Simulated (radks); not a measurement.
The numbers below are computed, except where a source is named.
Question: Ionisation of neutral rubidium, [Kr] 5s1, to Rb+, [Kr], under several functionals. Dirac Kohn-Sham, spin-unpolarised, spherical densities, finite nucleus; a radial shooting solver on a logarithmic mesh with Libxc functionals. The NIST Atomic Spectra Database gives 4.177 eV (measured). Rank these functionals by the error of their Delta-SCF ionisation energy: PBEsol; exchange-only B88; BP86; B86b exchange with PBE correlation; LDA (Slater exchange, Perdew-Zunger correlation); revPBE.

Answer: From best to worst: BP86 4.195 eV (+0.018); B86b exchange with PBE correlation 4.144 eV (-0.033); revPBE 4.091 eV (-0.086); LDA (Slater exchange, Perdew-Zunger correlation) 4.277 eV (+0.100); PBEsol 4.069 eV (-0.108); exchange-only B88 3.734 eV (-0.443). Spin polarisation and multiplet splitting are left out, so open shells lie too high by an amount that depends on their filling.

Beside tabulated values, note that spin-unpolarised runs miss the spin-polarisation part of the exchange energy of open shells.
